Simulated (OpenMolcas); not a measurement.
## Levels of I3+ by method

```yaml
Program: OpenMolcas 26.06
Basis: ANO-RCC-VTZP [7s6p4d2f1g]
Scalar_Hamiltonian: DKH2, point nucleus
Active_space: 4 electrons in 9 orbitals (RAS2 5s 5p; RAS3 5d, at most 2 electrons)
State_averaging: 2S+1 = 3 even, 6 roots; 2S+1 = 1 even, 12 roots; 2S+1 = 5 odd, 1 root; 2S+1 = 3 odd, 8 roots; 2S+1 = 1 odd, 8 roots
Spin-orbit_coupling: state interaction with AMFI integrals over the reference wave functions, term energies averaged over their components
```

Methods on the same reference wave functions:
A. RASSCF
B. SS-RASPT2, IPEA 0.25 Eh, imaginary shift 0.1 Eh (closed shells correlated: 4d)
C. MS-RASPT2, IPEA 0.25 Eh, imaginary shift 0.1 Eh (closed shells correlated: 4d)
D. XMS-RASPT2, IPEA 0.25 Eh, imaginary shift 0.1 Eh (closed shells correlated: 4d)

Energies in eV above 5s² 5p² ³P₀.

| Level | A | B | C | D |
| --- | --- | --- | --- | --- |
| 5s² 5p² ³P₀ | 0.0000 | 0.0000 | 0.0000 | 0.0000 |
| 5s² 5p² ³P₁ | 0.7133 | 0.730 | 0.735 | 0.731 |
| 5s² 5p² ³P₂ | 1.2708 | 1.233 | 1.238 | 1.225 |
| 5s² 5p² ¹D₂ | 2.8062 | 2.599 | 2.606 | 2.573 |
| 5s² 5p² ¹S₀ | 4.7134 | 4.496 | 4.483 | 4.532 |
| 5s 5p³ ⁵S°₂ | 8.5890 | 9.467 | 9.481 | 9.547 |
| 5s 5p³ ³D°₁ | 11.8280 | 12.199 | 12.213 | 12.276 |
| 5s 5p³ ³D°₂ | 11.8425 | 12.232 | 12.247 | 12.310 |
| 5s 5p³ ³D°₃ | 12.1129 | 12.510 | 12.525 | 12.588 |

Among B to D the level of the table that moves most is 5s 5p³ ⁵S°₂, by 650 cm-1 (lowest in B, highest in D). Moves below CASPT2's spread within the term are not significant.

From A to B the spin-free energies of the other terms of 5s² 5p² shown, above ³P, scale by factors of 0.80 to 0.92.

The lowest spin-free term lies below A's lowest term by 0.448 hartree in B, 0.449 hartree in C, 0.451 hartree in D.

Term energies are means over components that CASPT2 splits; among the terms shown or strongly mixed into the levels shown the widest spread is 62 cm-1 (5s 5p³ ³D°, C). The run also gave levels led by 5s 5p² 5d, 5s² 5p 5d, which use shells meant for correlation; these and all levels above them are left out. Some terms mix strongly with configurations of 5d, whose occupation reaches 0.18 (5s 5p³ ³D°, 5s 5p³ ³P°). Only configurations of the active space appear. The table leaves out levels that lie high or whose names do not pair safely across all columns.

° marks odd parity.
